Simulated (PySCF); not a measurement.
C7H10N (doublet state).
Cartesian coordinates in Å at the GFN2-xTB level; atoms count from 1:
```xyz
18
C7H10N angstrom
C     -1.547    2.439    0.687
C     -0.967    1.331    0.378
C     -0.329    0.184    0.050
C     -0.974   -0.995   -0.305
C     -2.446   -1.150   -0.366
C      1.138    0.223    0.085
N      1.836   -0.781   -0.212
C      3.259   -0.710   -0.167
H     -1.834    2.684    1.703
H     -1.790    3.196   -0.050
H     -0.353   -1.840   -0.552
H     -2.770   -1.983    0.261
H     -2.949   -0.244   -0.037
H     -2.765   -1.379   -1.386
H      1.577    1.186    0.389
H      3.644    0.272    0.145
H      3.617   -1.476    0.522
H      3.645   -0.951   -1.158
```

The hyperfine couplings belong to this conformer and change with its torsions.

Identity: `C=C=C([CH]C)/C=N/C` [radical].

Theory: UKS B3LYP, pcH-1 on C H N, non-relativistic, mean-field spin-orbit, GIAO in PySCF. Geometry: GFN2-xTB, one conformer, isolated molecule. Couplings are sensitive to structure, and on GFN2-xTB geometries they can be far from those on DFT ones. The SCF solution wasn't tested for stability. ⟨S²⟩ is 0.781 where a pure state has 0.75.

(1) Give the principal g shifts and their parts.

(2) Average each term over the three axes. Which is largest in size?

(3) What are the electron Larmor frequencies g μB B/h along the three axes at 330 mT?

(4) In a frozen sample, at which fields do the three g values resonate at 9.5, 34, 94 and 263 GHz (hyperfine left aside), and which band first spreads them over more than twice a line width of 0.3 mT?

Results:

(1) 
```csv
Δg (ppm),1,2,3
relativistic mass correction,-136,-136,-136
gauge correction,31,-1,35
orbital Zeeman/spin–orbit,-122,-10,476
total,-227,-147,376
```

So g = 2.00209, 2.00217, 2.00269 and g_iso = 2.00232; the tensor is close to axial: the two nearest values differ by 13 % of g3 − g1. Axes: g1 points within 6° of the C4–H11 bond.

(2) The mass correction -136, the orbital-Zeeman/spin–orbit term 115 and the gauge correction 22 ppm, for a total of 1 ppm. The mass correction is the largest in size. The mass correction is the same along every axis, so the anisotropy comes from the other two: their spans along these axes are 36 (gauge) and 598 ppm (orbital Zeeman/spin–orbit).

(3) 9.2472, 9.2476, 9.2500 GHz for g1, g2 and g3, a range of 2.8 MHz.

(4) 
```csv
band,GHz,B(g3) mT,B(g2) mT,B(g1) mT,spread mT
X,9.5,338.92,339.01,339.02,0.10
Q,34.0,1212.98,1213.29,1213.34,0.37
W,94.0,3353.52,3354.40,3354.53,1.01
J,263.0,9382.73,9385.18,9385.56,2.83
```

The spread grows in proportion to the frequency. W band is the first where it exceeds 0.6 mT.

Largest spin populations (Mulliken): C4 (+0.74), C2 (+0.55), C3 (-0.23) and C1 (-0.10). The positive populations add up to 1.49 and the negative ones to -0.49, together 2S = 1. The angles at C4 add up to 360.0°, so it is planar; its axial dipolar tensor and the negative coupling of its proton fit spin in a p orbital normal to that plane.

The HOMO–LUMO gaps are 4.05 eV among the α and 5.01 eV among the β orbitals.

On Arm Neoverse V2, one thread, shared host, this took 85 s (with the writing of density and orbital grids) and 0.96 GiB of memory at its peak.
